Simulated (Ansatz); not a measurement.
Consider the formal exchange of groups at the Si–C bond: `CCC[SiH3]` + `Br[SiH]1BC1` → `[SiH3][C@H]1B[Si@@H]1Br` + `CCC`.

Program: Ansatz. Geometries: PBE0-D4/def2-TZVP. ΔE: electronic, gas phase. CBS: MP2 limit from def2 TZ/QZ plus the TZ coupled-cluster correction, frozen cores. Functionals use def2-TZVPP. B3LYP here is the variant with VWN-RPA as its local correlation; programs differ in this. For Br outer-core shells are correlated without core-valence functions, which leaves a few kJ/mol of doubt a bond. Scalar relativity is left out up to krypton. One conformer a species, not always the lowest.

`CCC[SiH3]`:

Z-matrix (Å, degrees):
```
C
C 1 1.520
H 1 1.094 2 111.0
H 1 1.093 2 111.6 3 120.3
H 1 1.094 2 111.0 3 -119.5
C 2 1.527 1 112.9 3 59.7
H 2 1.096 1 109.4 3 -62.5
H 2 1.096 1 109.4 3 -178.0
Si 6 1.876 2 113.8 1 180.0
H 6 1.097 2 110.1 1 58.2
H 6 1.097 2 110.1 1 -58.2
H 9 1.489 6 110.5 2 -59.8
H 9 1.489 6 111.0 2 180.0
H 9 1.489 6 110.5 2 59.7
```

`Br[SiH]1BC1`:

Cartesian coordinates in Å:
```
Br -1.494 -0.008 -2.467
Si -0.586 0.654 -0.559
B -0.555 -0.404 1.003
C 0.841 -0.330 0.511
H 0.052 1.963 -0.808
H -1.177 -1.289 1.488
H 1.400 0.598 0.344
H 1.517 -1.183 0.488
```

`[SiH3][C@H]1B[Si@@H]1Br`:

Cartesian coordinates in Å:
```
Si 0.049 -1.324 0.829
C -0.187 0.514 0.527
B 0.963 1.333 -0.010
Si -0.168 0.601 -1.382
Br -1.597 1.939 -2.424
H 0.610 -1.509 2.194
H 1.003 -1.904 -0.150
H -1.253 -2.031 0.740
H -0.833 0.876 1.331
H 1.635 2.237 0.363
H -0.223 -0.731 -2.018
```

`CCC`:

Z-matrix (Å, degrees):
```
C
C 1 1.519
H 1 1.094 2 111.1
H 1 1.094 2 111.1 3 119.5
H 1 1.093 2 111.7 3 -120.3
C 2 1.519 1 112.7 3 -59.7
H 2 1.095 1 109.5 3 178.2
H 2 1.095 1 109.5 3 62.4
H 6 1.094 2 111.0 1 59.7
H 6 1.093 2 111.7 1 -180.0
H 6 1.094 2 111.1 1 -59.7
```

CCSD(T)/CBS gives -8.0 kcal/mol.

Another level gave -7.5 kcal/mol. Which?
A. BLYP/def2-TZVPP
B. r2SCAN-D4/def2-TZVPP
C. B3LYP/def2-TZVPP
D. PBE-QIDH/def2-TZVPP

B. r2SCAN-D4 -7.5, PBE-QIDH -8.7, B3LYP -5.8, BLYP -4.4 kcal/mol.

What do rigid-rotor, harmonic-oscillator terms from PBE0-D4/def2-TZVP frequencies (298.15 K, 1 bar) make of the CCSD(T)/CBS value? (Estimate.)

Ansatz gave: ΔZPE = +0.5 kcal/mol, ΔH = -7.4 kcal/mol, ΔS = -10 J/(mol·K), ΔG = -6.7 kcal/mol.

Largest T1 diagnostic among the species: 0.012.

From r2SCAN to r2SCAN0 (25 % exact exchange), in def2-TZVPP and without D4, ΔE moves by −0.9 kcal/mol. The D4 term adds −1.0 kcal/mol with B3LYP and −0.5 kcal/mol with PBE0; it sums over pairs of atoms, weighted by their polarisabilities, and B3LYP, whose exchange is more repulsive, gets the larger term.

CCSD(T)/CBS has its own doubt, a few kJ/mol and more with outer-core shells, so smaller differences from it don't rank the levels.
